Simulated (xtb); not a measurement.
GeFI, SMILES [Ge]([I])[F] (connectivity only; charge and spin as stated), neutral, multiplicity 1. All values are semi-empirical tight-binding results from xtb (GFN2-xTB unless named), good for trends rather than for accurate numbers. Coordinates come from a GFN2-xTB optimisation.

Optimised geometry:

```xyz
3

Ge     0.4442    -1.3529     0.0000
F     -1.2549    -2.0015     0.0000
I     -0.0551     1.1567     0.0000
```

For metal compounds this method's bond lengths and energies can be far off.

Computed properties:
| Quantity | Value |
|---|---|
| point group as xtb finds it | Cs |
| orbital gap | 3.69 eV |
| zero-point energy | 1.2 kcal/mol |
| G − E(el) at 298.15 K (modified RRHO) | -17.8 kcal/mol |

Computed atomic charges and the Wiberg bond orders between heavy atoms:
charges (e) Ge1 0.46, F2 -0.31, I3 -0.14. Bond orders Ge1–F2 1.19, Ge1–I3 1.32.
